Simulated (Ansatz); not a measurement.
Born–Oppenheimer molecular dynamics of CH$_{8}$FNSi (12 atoms, charge 0, multiplicity 1). It starts from a rough guess of a transition structure, not a stationary point.

Computed with Ansatz 0.2.0, UKS BLYP-D4/6-31G.

```
ensemble                      : NVE (velocity Verlet)
time step                     : 0.5 fs
steps asked                   : 150
starting velocities drawn for : 600 K
seed                          : 126947
```

First frame:

```xyz
12
Properties=species:S:1:pos:R:3
Si -0.779 0.026 0.246
F 0.057 -1.743 -0.183
H -1.956 -0.632 -0.302
H -1.159 1.451 0.367
N -0.070 -0.203 1.787
H 0.536 -0.812 -0.781
C 0.727 0.483 -1.256
H 0.121 -1.132 2.121
H -0.292 0.425 2.539
H 1.333 1.188 -0.704
H 1.412 -0.072 -1.907
H 0.070 1.021 -1.928
```

Task: How far do the bonds stretch over the last three quarters of this one trajectory? (Pairs bonded in most of those frames.)

Result: 
```
  bond  mean (Å)  spread (Å)  shortest  longest
Si1–H3     1.530       0.048      1.45     1.60
Si1–H4     1.551       0.085      1.41     1.66
Si1–N5     1.816       0.066      1.70     1.89
Si1–C7     1.928       0.025      1.89     1.97
 F2–H6     0.967       0.017      0.94     0.99
 N5–H8     1.021       0.026      0.98     1.07
 N5–H9     1.018       0.018      0.99     1.05
C7–H10     1.104       0.027      1.06     1.15
C7–H11     1.119       0.067      1.01     1.22
C7–H12     1.108       0.028      1.06     1.15
```

Mean temperature of the second half: 1217 K. The conserved energy stayed within 0.39 meV per atom of its start (net change 0.27 meV per atom), so the integration is sound. The system heated up, since it started high on the potential surface and ran downhill. A run of 0.075 ps of so small a system gives no equilibrium averages. The orbitals stay closed-shell, which can raise the energy where a bond breaks towards radicals; this wasn't checked here. Limits of this set-up: no polarisation functions.

Run time: 7.7 min on 1 thread of Arm Neoverse V2, with other jobs on the host, peak memory 0.13 GiB.
